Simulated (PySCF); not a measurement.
**Telling isomers of C$_{6}$H$_{11}$NOSi apart by NMR**

[PySCF 2.14: NMR shieldings at PBE0/pcSseg-1/GIAO; GFN2-xTB structure; in vacuum; relativity neglected; one computed conformer; averaged over atoms made equivalent by symmetry, fast rotation or ring inversion]

References, each an isolated molecule treated in the same way: $^{1}$H, $^{13}$C vs TMS. Where no couplings were computed, multiplicities follow the n + 1 count of equivalent neighbours, and m marks all less simple cases (inequivalent or close neighbours, rings, F or P nearby). Acid and N–H amide carbonyl carbons lie up to 10 ppm further downfield in solution (hydrogen bonding). Shifts are as computed. Against solution values, carbons near 30 ppm lie about +3 ppm off and those near 130 ppm about +5 ppm. Of 1309 compounds with measured shifts, 239 miss one by over three times the rms of a fit or turn the order of signals round; such compounds aren't used in these exercises. Groups on amide-type nitrogens are kept apart (slow C–N rotation). OH and NH positions are gas-phase values without hydrogen bonding to other molecules.

(1) Tabulate the signals of `C=C/C=N/[SiH2]C(=C)OC`, `CC[SiH2]/C=C(\C#N)OC`, `C=N[C@@H]1C[SiH2]C(=C)CO1`, `C/C(CC(N)=O)=C1/C[SiH2]1`, `C/C=C(\C#N)O[SiH2]CC` and their relative energies.

(2) What is the quickest way to tell CC[SiH2]/C=C(\C#N)OC from C=N[C@@H]1C[SiH2]C(=C)CO1?

(3) What is the quickest way to tell CC[SiH2]/C=C(\C#N)OC from C/C=C(\C#N)O[SiH2]CC?

(4) What is the quickest way to tell C=C/C=N/[SiH2]C(=C)OC from CC[SiH2]/C=C(\C#N)OC?

## Answers

(1) 
```tsv
SMILES	carbon types	δC	δH	E rel. (kcal/mol)
C=C/C=N/[SiH2]C(=C)OC	1×C 2×CH 2×CH2 1×CH3	178.5, 171.5, 151.2, 139.3, 99.2, 55.7	8.85 (d, 1H), 6.76 (m, 1H), 6.48 (m, 1H), 6.11 (m, 1H), 5.17 (s, 2H), 4.75 (m, 1H), 4.71 (m, 1H), 3.73 (s, 3H)	36.9
CC[SiH2]/C=C(\C#N)OC	2×C 1×CH 1×CH2 2×CH3	150.1, 121.7, 118.1, 58.2, 11.3, 6.7	6.06 (t, 1H), 4.45 (m, 2H), 3.99 (s, 3H), 1.10 (m, 3H), 1.04 (m, 2H)	28.7
C=N[C@@H]1C[SiH2]C(=C)CO1	1×C 1×CH 4×CH2	152.0, 149.4, 133.4, 96.1, 79.9, 21.0	7.77 (d, 1H), 7.37 (d, 1H), 6.04 (br s, 1H), 5.74 (br s, 1H), 5.27 (m, 1H), 4.69 (m, 1H), 4.61 (m, 1H), 4.50 (m, 1H), 4.46 (m, 1H), 1.80 (m, 1H), 0.80 (m, 1H)	31.5
C/C(CC(N)=O)=C1/C[SiH2]1	3×C 2×CH2 1×CH3	172.1, 156.6, 126.3, 49.4, 29.1, 0.6	4.99 (br, 1H), 4.27 (br, 1H), 3.34 (m, 2H), 3.24 (s, 2H), 2.22 (s, 3H), 1.08 (m, 2H)	22.5
C/C=C(\C#N)O[SiH2]CC	2×C 1×CH 1×CH2 2×CH3	135.5, 126.6, 119.0, 17.2, 8.7, 6.4	5.55 (q, 1H), 4.86 (t, 2H), 2.13 (d, 3H), 1.22 (m, 2H), 0.98 (t, 3H)	0.0
```

Energies are electronic energies at PBE0/pcSseg-1 on these geometries, without zero-point or thermal terms, each for the one conformer computed, which needn't be the lowest.

(2) Both give the same number of carbon signals, but DEPT or the intensities differ. The first has a methyl carbon bonded to O (CH3) at 58.2 ppm, the second a C=N carbon (CH2) at 152.0 ppm. Their most deshielded carbons lie at 150.1 and 152.0 ppm. In the proton spectra the most deshielded non-exchanging signals are 6.06 (t, 1H) and 7.77 (d, 1H).

(3) Both give the same number of carbon signals, with the same numbers of each carbon type, so the positions decide. The first has a methyl carbon bonded to O (CH3) at 58.2 ppm, the second an alkene carbon bearing oxygen (C) at 135.5 ppm. Their most deshielded carbons lie at 150.1 and 135.5 ppm. In the proton spectra the most deshielded non-exchanging signals are 6.06 (t, 1H) and 5.55 (q, 1H).

(4) Both give the same number of carbon signals, but DEPT or the intensities differ. The first has a terminal =CH2 carbon at 139.3 ppm, the second an sp3 CH2 bonded to Si at 6.7 ppm. Their most deshielded carbons lie at 178.5 and 150.1 ppm. In the proton spectra the most deshielded non-exchanging signals are 8.85 (d, 1H) and 6.06 (t, 1H).
